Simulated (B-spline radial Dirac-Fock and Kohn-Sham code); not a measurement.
# Os⁵⁺ 4f5/2: cross section and angular parameters

System: osmium as Os⁵⁺ in the configuration [Xe] 4f14 5d3; threshold 131.9 eV (orbital energy of the model). Level of theory: Dirac-Hartree-Slater photoionisation with a Latter tail; cross sections with all multipoles, angular parameters from the dipole term and its interference with E2; a B-spline atomic structure program.

For linearly polarised light dσ/dΩ = σ/(4π) [1 + β P₂(cos θ) + (δ + γ cos²θ) sin θ cos φ], with θ from the polarisation vector and φ the angle between the beam and the projection of the electron momentum on the plane normal to the polarisation.

```csv
hν (eV),σ (kb),β,γ,δ
150,1460,0.948,0.012,0.003
154,1580,0.837,0.010,0.004
189,2310,0.388,-0.001,0.009
204,2440,0.331,-0.002,0.010
239,2540,0.306,-0.004,0.014
245,2540,0.309,-0.004,0.015
300,2380,0.376,-0.003,0.019
325,2240,0.415,-0.003,0.020
450,1470,0.594,0.004,0.028
552,?,?,?,?
697,615,0.829,0.037,0.043
800,440,0.890,0.057,0.049
957,275,0.957,0.094,0.058
1000,243,0.971,0.106,0.060
1410,88.6,1.047,0.229,0.082
1830,38.5,1.066,0.362,0.103
2150,22.4,1.061,0.461,0.119
2590,11.7,1.042,0.587,0.140
2800,8.88,1.030,0.643,0.149
2820,8.66,1.029,0.648,0.150
4000,2.37,0.952,0.909,0.204
4670,1.31,0.910,1.026,0.234
5414.7,0.730,0.866,1.138,0.267
5950,0.500,0.838,1.208,0.290
11100,0.0370,0.644,1.650,0.496
12000,0.0263,0.620,1.699,0.529
```

**Question.** Give the values at 552 eV.

**Answer.** σ = 1020 kb, β = 0.709, γ = 0.015, δ = 0.034.

Values without a named source are computed, but for edge energies of neutral atoms, which are taken from tables.
